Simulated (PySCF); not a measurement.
fluoroethylene carbonate (C₃H₃FO₃), singlet, at a GFN2-xTB geometry; CASSCF(6,4)/STO-3G (PySCF).

Here is a job for PySCF.
```python
from pyscf import gto, scf, mcscf, mp
import numpy

mol = gto.Mole()
mol.atom = '''
    O     2.281717    0.001831    0.240365
    C     1.130468    0.101353    0.009170
    O     0.457766    1.252666   -0.122668
    C    -0.898086    1.008072   -0.427051
    C    -1.013415   -0.524625   -0.315933
    F    -1.710276   -0.859352    0.813975
    O     0.291789   -0.958015   -0.198851
    H    -1.535571    1.505108    0.308109
    H    -1.118828    1.375353   -1.432511
    H    -1.517088   -1.026956   -1.149261
'''
mol.basis = 'sto-3g'
mol.charge = 0
mol.spin = 0
mol.verbose = 4
mol.build()

mf = scf.RHF(mol)
mf.kernel()
mc = mcscf.CASSCF(mf, 4, 6)
mc.fix_spin_(ss=0.0)
noons, natorbs = mcscf.addons.make_natural_orbitals(mp.MP2(mf).run())
mc.kernel(natorbs)
occ = numpy.linalg.eigvalsh(mc.fcisolver.make_rdm1(mc.ci, mc.ncas, mc.nelecas))[::-1]
ss = mc.fcisolver.spin_square(mc.ci, mc.ncas, mc.nelecas)[0]
print('natural occupations', occ.round(4), ' <S^2>', round(ss, 4))
```

Write the output that PySCF gives for this input, abridged.


```
PySCF version 2.14.0

[INPUT] verbose = 4
[INPUT] num. atoms = 10
[INPUT] num. electrons = 54
[INPUT] charge = 0
[INPUT] spin (= nelec alpha-beta = 2S) = 0
[INPUT] symmetry False subgroup None
[INPUT] Mole.unit = angstrom
[INPUT] Symbol           X                Y                Z      unit          X                Y                Z       unit  Magmom
[...]
nuclear repulsion = 323.450279290259
number of shells = 24
number of NR pGTOs = 114
number of NR cGTOs = 38
basis = sto-3g
ecp = {}

******** <class 'pyscf.scf.hf.RHF'> ********
method = RHF
initial guess = minao
damping factor = 0
level_shift factor = 0
DIIS = <class 'pyscf.scf.diis.CDIIS'>
diis_start_cycle = 1
diis_space = 8
diis_damp = 0
SCF conv_tol = 1e-09
SCF conv_tol_grad = None
SCF max_cycles = 50
direct_scf = True
direct_scf_tol = 1e-13
Set gradient conv threshold to 3.16228e-05
Initial guess from minao.
init E= -435.541251565223
[...]
cycle= 1 E= -433.242489968527  delta_E=  2.3  |g|= 0.932  |ddm|= 4.41
[...]
cycle= 2 E= -433.478492110265  delta_E= -0.236  |g|= 0.497  |ddm|= 1.68
[...]
cycle= 3 E= -433.541158839032  delta_E= -0.0627  |g|= 0.0802  |ddm|= 0.626
[...]
cycle= 4 E= -433.544309183555  delta_E= -0.00315  |g|= 0.0334  |ddm|= 0.146
[...]
cycle= 5 E= -433.544979192625  delta_E= -0.00067  |g|= 0.00931  |ddm|= 0.0791
[...]
cycle= 6 E= -433.545053330131  delta_E= -7.41e-05  |g|= 0.0025  |ddm|= 0.0308
[...]
cycle= 7 E= -433.545058044104  delta_E= -4.71e-06  |g|= 0.000593  |ddm|= 0.00819
[...]
cycle= 8 E= -433.545058263967  delta_E= -2.2e-07  |g|= 0.000133  |ddm|= 0.00173
[...]
cycle= 9 E= -433.545058272939  delta_E= -8.97e-09  |g|= 1.95e-05  |ddm|= 0.000331
[...]
cycle= 10 E= -433.545058273146  delta_E= -2.07e-10  |g|= 5.55e-06  |ddm|= 4.52e-05
[...]
Extra cycle  E= -433.545058273165  delta_E= -1.83e-11  |g|= 2.32e-06  |ddm|= 1.14e-05
converged SCF energy = -433.545058273165

******** <class 'pyscf.mp.mp2.RMP2'> ********
nocc = 27, nmo = 38
E(RMP2) = -433.844961126273  E_corr = -0.299902853108356
E(SCS-RMP2) = -433.854139867979  E_corr = -0.309081594814792
E_corr(same-spin) = -0.0586174949021949
E_corr(oppo-spin) = -0.241285358206161

******** <class 'pyscf.mcscf.mc1step.CASSCF'> ********
CAS (3e+3e, 4o), ncore = 24, nvir = 10
max_cycle_macro = 50
max_cycle_micro = 4
conv_tol = 1e-07
conv_tol_grad = None
orbital rotation max_stepsize = 0.02
orbital rotation threshold for CI restart = 0.01
augmented hessian ah_max_cycle = 30
augmented hessian ah_conv_tol = 1e-12
augmented hessian ah_linear dependence = 1e-14
augmented hessian ah_level shift = 1e-08
augmented hessian ah_start_tol = 2.5
augmented hessian ah_start_cycle = 3
augmented hessian ah_grad_trust_region = 3
kf_trust_region = 3
kf_interval = 4
ci_response_space = 4
ci_grad_trust_region = 3
with_dep4 0
natorb = False
canonicalization = True
sorting_mo_energy = False
ao2mo_level = 2
internal_rotation = False
******** <class 'pyscf.fci.addons.SpinPenaltyFCISolver'> ********
max. cycles = 50
conv_tol = 1e-08
davidson only = True
linear dependence = 1e-12
level shift = 0.001
max iter space = 12
nroots = 1
pspace_size = 400
spin = None
CASCI E = -433.580568763531  S^2 = 0.0000000
Set conv_tol_grad to 0.000316228
macro iter   1 ( 19 JK    4 micro), CASSCF E = -433.582099241355  dE = -1.53047782e-03  S^2 = 0.0000000
               |grad[o]|=0.0488  |grad[c]|=0.0281  |ddm|=0.0265  |maxRot[o]|=0.275
macro iter   2 ( 21 JK    4 micro), CASSCF E = -433.582139208522  dE = -3.99671674e-05  S^2 = 0.0000000
               |grad[o]|=0.0168  |grad[c]|=0.00842  |ddm|=0.00293  |maxRot[o]|=0.103
macro iter   3 ( 21 JK    4 micro), CASSCF E = -433.582169951143  dE = -3.07426210e-05  S^2 = 0.0000000
               |grad[o]|=0.0125  |grad[c]|=0.0138  |ddm|=0.00509  |maxRot[o]|=0.265
macro iter   4 ( 21 JK    4 micro), CASSCF E = -433.582227195525  dE = -5.72443819e-05  S^2 = 0.0000000
               |grad[o]|=0.0195  |grad[c]|=0.0127  |ddm|=0.000455  |maxRot[o]|=0.0796
[...]
macro iter  32 ( 17 JK    4 micro), CASSCF E = -433.583718540442  dE =  2.15898602e-05  S^2 = 0.0000000
               |grad[o]|=0.00175  |grad[c]|=0.00445  |ddm|=0.000113  |maxRot[o]|=0.0357
macro iter  33 ( 25 JK    4 micro), CASSCF E = -433.583725370154  dE = -6.82971205e-06  S^2 = 0.0000000
               |grad[o]|=0.00149  |grad[c]|=0.00114  |ddm|=4.86e-05  |maxRot[o]|=0.0153
macro iter  34 ( 17 JK    4 micro), CASSCF E = -433.583709014299  dE =  1.63558548e-05  S^2 = 0.0000000
               |grad[o]|=0.00145  |grad[c]|=0.00404  |ddm|=0.000117  |maxRot[o]|=0.0363
macro iter  35 ( 25 JK    4 micro), CASSCF E = -433.583710473643  dE = -1.45934348e-06  S^2 = 0.0000000
               |grad[o]|=0.0013  |grad[c]|=0.00115  |ddm|=4.02e-05  |maxRot[o]|=0.00873
macro iter  36 (  7 JK    2 micro), CASSCF E = -433.583724214472  dE = -1.37408290e-05  S^2 = 0.0000000
               |grad[o]|=0.00123  |grad[c]|=0.00101  |ddm|=8.17e-05  |maxRot[o]|=0.021
macro iter  37 (  7 JK    2 micro), CASSCF E = -433.583752334076  dE = -2.81196043e-05  S^2 = 0.0000000
               |grad[o]|=0.00125  |grad[c]|=0.00226  |ddm|=0.000248  |maxRot[o]|=0.0383
macro iter  38 (  7 JK    2 micro), CASSCF E = -433.583801762378  dE = -4.94283017e-05  S^2 = 0.0000000
               |grad[o]|=0.00134  |grad[c]|=0.00334  |ddm|=0.000514  |maxRot[o]|=0.0518
macro iter  39 (  7 JK    2 micro), CASSCF E = -433.583881198728  dE = -7.94363495e-05  S^2 = 0.0000000
               |grad[o]|=0.00161  |grad[c]|=0.00317  |ddm|=0.000892  |maxRot[o]|=0.0602
macro iter  40 (  7 JK    2 micro), CASSCF E = -433.583999511261  dE = -1.18312533e-04  S^2 = 0.0000000
               |grad[o]|=0.00224  |grad[c]|=0.00195  |ddm|=0.00146  |maxRot[o]|=0.0649
macro iter  41 (  7 JK    2 micro), CASSCF E = -433.584164195052  dE = -1.64683791e-04  S^2 = 0.0000000
               |grad[o]|=0.00334  |grad[c]|=0.00178  |ddm|=0.0022  |maxRot[o]|=0.0673
macro iter  42 (  7 JK    2 micro), CASSCF E = -433.584372107012  dE = -2.07911960e-04  S^2 = 0.0000000
               |grad[o]|=0.00486  |grad[c]|=0.0029  |ddm|=0.00306  |maxRot[o]|=0.0686
macro iter  43 ( 17 JK    4 micro), CASSCF E = -433.584021567677  dE =  3.50539335e-04  S^2 = 0.0000000
               |grad[o]|=0.00613  |grad[c]|=0.0208  |ddm|=0.00153  |maxRot[o]|=0.0747
macro iter  44 ( 21 JK    4 micro), CASSCF E = -433.584013446856  dE =  8.12082101e-06  S^2 = 0.0000000
               |grad[o]|=0.0015  |grad[c]|=0.000421  |ddm|=0.000237  |maxRot[o]|=0.0149
macro iter  45 ( 25 JK    4 micro), CASSCF E = -433.584055464247  dE = -4.20173905e-05  S^2 = 0.0000000
               |grad[o]|=0.00153  |grad[c]|=0.000244  |ddm|=0.000305  |maxRot[o]|=0.0222
macro iter  46 ( 21 JK    4 micro), CASSCF E = -433.584084738997  dE = -2.92747505e-05  S^2 = 0.0000000
               |grad[o]|=0.00156  |grad[c]|=0.00416  |ddm|=0.000406  |maxRot[o]|=0.0212
macro iter  47 (  7 JK    2 micro), CASSCF E = -433.584232968469  dE = -1.48229472e-04  S^2 = 0.0000000
               |grad[o]|=0.0016  |grad[c]|=0.00109  |ddm|=0.00139  |maxRot[o]|=0.0382
macro iter  48 (  7 JK    2 micro), CASSCF E = -433.584420756725  dE = -1.87788255e-04  S^2 = 0.0000000
               |grad[o]|=0.00235  |grad[c]|=0.00178  |ddm|=0.00224  |maxRot[o]|=0.0517
macro iter  49 (  7 JK    2 micro), CASSCF E = -433.584620364553  dE = -1.99607828e-04  S^2 = 0.0000000
               |grad[o]|=0.00348  |grad[c]|=0.00289  |ddm|=0.00308  |maxRot[o]|=0.0601
macro iter  50 ( 21 JK    4 micro), CASSCF E = -433.584561796604  dE =  5.85679484e-05  S^2 = 0.0000000
               |grad[o]|=0.00373  |grad[c]|=0.00119  |ddm|=0.00343  |maxRot[o]|=0.105
1-step CASSCF not converged,  50 macro (712 JK 156 micro) steps
CASSCF canonicalization
Density matrix diagonal elements [1.99871049 1.99807232 1.91229883 0.09091836]
CASSCF energy = -433.584561796604
CASCI E = -433.584561796604  E(CI) = -9.84903564422211  S^2 = 0.0000000
natural occupations [1.9987 1.9981 1.9159 0.0873]  <S^2> 0.0
```

Convergence was not reached.
